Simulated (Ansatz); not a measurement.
`[BH2][GeH2][BH]N` → 2 B• + Ge• + 7 H• + N•  (atomization)

Calculated with Ansatz (gas phase, PBE0-D4/def2-TZVP geometries, no zero-point term in ΔE). CBS: MP2 limit from def2 TZ/QZ plus the TZ coupled-cluster correction, frozen cores. This one scheme is used for every species, atoms too. DFT in def2-TZVPP. No spin–orbit coupling; open shells (•) take unrestricted orbitals. Spin–orbit coupling would lower the free atoms: a little for B; clearly for Ge. For Ge outer-core shells are correlated without core-valence functions, so the limit isn't a true one: a few kJ/mol of doubt a bond, and 10 to 20 or more in all where bonds break to atoms. Scalar relativity is left out up to krypton. Each species was taken in one conformer, which may not be the lowest.

`[BH2][GeH2][BH]N`:

Cartesian coordinates in Å:
```
B 2.020 -0.064 -0.971
Ge 0.120 -0.777 -0.718
B -0.993 0.678 0.260
N -1.412 0.473 1.563
H 2.876 -0.285 -0.166
H 2.288 0.649 -1.893
H 0.100 -2.080 0.116
H -0.546 -1.089 -2.075
H -1.278 1.711 -0.274
H -1.952 1.151 2.076
H -1.223 -0.367 2.083
```

```json
{"level": "ωB97X-V", "ΔE (kJ/mol)": "3587.2"}
{"level": "BLYP", "ΔE (kJ/mol)": "3521.5"}
{"level": "BHLYP", "ΔE (kJ/mol)": "3492.9"}
{"level": "HF/def2-TZVPP", "ΔE (kJ/mol)": "2663.5"}
```

(1) What does CCSD(T)/CBS give? (Best estimate.)

Largest T1 diagnostic among the species: 0.014.

## Answers

(1) Ansatz gave: +3559.6 kJ/mol. The listed levels differ from it by 27.6, -38.1, -66.7, -896.1 kJ/mol.

From r2SCAN to r2SCAN0 (25 % exact exchange), in def2-TZVPP and without D4, ΔE moves by −39.2 kJ/mol: exact exchange takes away binding that semilocal exchange gives to molecules. At CCSD(T), def2-SVP lies −192.9 kJ/mol from the extrapolated value and def2-TZVPP −76.9 kJ/mol: correlation converges slowly with the basis, and small sets miss more of it in the bonded molecule than in its fragments. In def2-TZVPP, CCSD(T) changes the Hartree–Fock value by +819.2 kJ/mol (the triples alone add +41.0 kJ/mol) and MP2 by +831.0 kJ/mol; breaking electron pairs costs correlation energy, which Hartree–Fock lacks.

For atomizations the MP2-based limit and the directly extrapolated one differ by several kJ/mol either way, and by 10 to 25 for some Ge, Se and Sn compounds, so smaller differences from it don't rank the levels.
